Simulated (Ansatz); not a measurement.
One change: `[CH3][AlH][CH2]Br` becomes `B[SiH2][CH2][AlH][CH3]`.

Ansatz, PBE0-D4/def2-TZVP geometries, multiplicity 1. Each molecule was computed in one conformer, which needn't be the lowest.

Scalar relativity is left out up to krypton. Spin–orbit coupling is left out; it splits and shifts lone-pair levels of the heavy atoms by tenths of an eV.

```csv
property,`[CH3][AlH][CH2]Br`
HOMO–LUMO gap (PBE/def2-TZVPP) / eV,4.04
LUMO energy (PBE/def2-TZVPP) / eV,-1.97
size of the dipole moment (B3LYP/def2-TZVPP) / D,1.42
HOMO–LUMO gap (B3LYP/def2-TZVPP) / eV,5.59
HOMO energy (B3LYP/def2-TZVPP) / eV,-7.02
HOMO energy (PBE/def2-TZVPP) / eV,-6.01
```

(1) Give the same properties after the change, and the shifts. (Best estimate.)

Answers

(1) The calculation gave: 
```
                                        property  `B[SiH2][CH2][AlH][CH3]`  shift
             HOMO–LUMO gap (PBE/def2-TZVPP) / eV                      3.55  -0.49
               LUMO energy (PBE/def2-TZVPP) / eV                     -3.02  -1.05
size of the dipole moment (B3LYP/def2-TZVPP) / D                      0.98  -0.44
           HOMO–LUMO gap (B3LYP/def2-TZVPP) / eV                      5.38  -0.21
             HOMO energy (B3LYP/def2-TZVPP) / eV                     -7.55  -0.53
               HOMO energy (PBE/def2-TZVPP) / eV                     -6.57  -0.56
```

With PBE0 the HOMO falls by 0.51 eV and the LUMO falls by 0.80 eV, so the gap narrows by about 0.29 eV. PBE moves the HOMO by -0.56 eV and ωB97M-V by -0.47 eV. Dipoles are sizes alone; their direction can turn.

B3LYP here is the variant with VWN-RPA as its local correlation; programs differ in this.
